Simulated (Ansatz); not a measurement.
```xyz
5

C     0.0393   -0.0309   -0.0016
F     0.7939    0.7959    0.7572
F     0.7448   -0.7668   -0.7124
F    -0.7321    0.7442   -0.7985
F    -0.7794   -0.7377    0.8000
```

Basis set: aug-cc-pVDZ (spherical functions). Left uncorrelated: 5 orbitals. Charge 0, multiplicity 1.

Computed with Ansatz (development build ahead of 0.2.0); each method stands on the lowest determinant of its kind that the runs found. Restricted open shells among the atoms or ions are ROHF, correlated in semicanonical orbitals with singles.

The atomization energy at this shape (free ground-state atoms in the same class of orbitals less the molecule, no zero-point energy) of singlet CF₄:

```json
{"method": "RHF-MP2", "atomization energy": "1947.9 kJ/mol"}
```

(1) What does RHF give?

Results:

(1) 1300.9 kJ/mol.
